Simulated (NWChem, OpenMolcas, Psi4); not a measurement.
**How basis sets differ on Si2NH5F (SMILES F[SiH2]N[SiH2])**

Si2NH5F: 9 atoms, total charge 0, spin state doublet. As SMILES, `F[SiH2]N[SiH2]`. The shape is that of a PBE0-D4/def2-TZVP optimisation. This is one conformer, not always the lowest.

```xyz
9

F     0.0000    0.0000    0.0000
Si    0.0000    0.0000    1.6002
N     1.5825    0.0000    2.2522
Si    2.6052   -1.3590    2.5991
H    -0.6961    1.2402    2.0108
H    -0.6823   -1.2385    2.0287
H     2.0325    0.9042    2.3107
H     1.7116   -2.5443    2.7218
H     3.3459   -1.1136    3.8726
```

Each level gives the dipole moment (D). The values are calculated.

```
                           level          kind     program  value (D)  CPU time
           ROHF/ANO-XS-MB (DKH2)  Hartree–Fock  OpenMolcas       2.26     4.9 s
                      UHF/STO-3G  Hartree–Fock  OpenMolcas       0.95     3.7 s
                       UHF/3-21G  Hartree–Fock      NWChem       1.80     2.7 s
UHF/6-31G* (spherical functions)  Hartree–Fock  OpenMolcas       1.69     9.9 s
  UHF/def2-SVP (density fitting)  Hartree–Fock        Psi4       1.74     2.3 s
```

The values span 0.95 to 2.26 D. Magnitudes only. Sets without polarisation functions give poor dipoles. CPU times are rough (shared hosts, several kinds of processor and program).
